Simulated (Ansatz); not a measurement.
`[O]=[W](=[O])([OH])[Cl]` + H–F → `[O]=[W](=[O])([F])[Cl]` + H₂O  (ligand exchange at a W–O bond)

Gas-phase electronic energies from Ansatz, PBE0-D4/def2-TZVP geometries. CBS: MP2 limit from def2 TZ/QZ plus the TZ coupled-cluster correction, frozen cores. This one scheme is used for every species. Elements past krypton have def2 core potentials. For W outer-core shells are correlated without core-valence functions, which leaves a few kJ/mol of doubt a bond. One conformer a species, not always the lowest.

| species | HF/def2-QZVPP energy (Eh) |
| --- | --- |
| `[O]=[W](=[O])([OH])[Cl]` | -751.37435 |
| H–F | -100.07004 |
| `[O]=[W](=[O])([F])[Cl]` | -775.38572 |
| H₂O | -76.06663 |

(1) Work out ΔE.

Largest T1 diagnostic among the species: 0.022, so the coupled-cluster value is less sure than usual.

Results:

(1) ΔE = (-775.38572) + (-76.06663) − (-751.37435) − (-100.07004) = -0.00796 Eh = -20.9 kJ/mol. CCSD(T)/CBS gives -14.7 kJ/mol.

From BLYP to BHLYP (50 % exact exchange), in def2-TZVPP and without D4, ΔE moves by +6.5 kJ/mol. At CCSD(T), def2-SVP lies −4.4 kJ/mol from the extrapolated value and def2-TZVPP +0.2 kJ/mol.
